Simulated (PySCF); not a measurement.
Radial density of Cr⁺ (chromium, charge +1)

UHF, [Ar] 3d5, high-spin 6S determinant. Calculation: PySCF 2.14, in x2c-TZVPall (6s5p4d1f, 48 functions); the spin-free X2C one-electron Hamiltonian (Gaussian nucleus).

```
r (bohr)  4πr²ρ (e/bohr)  4πr²(ρα − ρβ)
 0.00114          0.1982         0.0000
 0.00192          0.5052         0.0000
 0.00323           1.272        -0.0001
 0.00543           3.083        -0.0003
 0.00914           6.986        -0.0006
  0.0154           14.11        -0.0011
  0.0259           23.56        -0.0016
  0.0435           28.79        -0.0016
  0.0731           24.08        -0.0001
   0.123           23.55         0.0194
   0.207           31.46         0.1979
   0.348           17.39         1.0632
   0.585           11.21         2.8209
   0.985           11.79         3.4263
    1.66           3.252         1.8018
    2.79          0.3933         0.3611
    4.69         0.02227         0.0222
```

Densities and radii are taken from the X2C orbitals without a picture-change correction, which distorts them close to the nucleus.
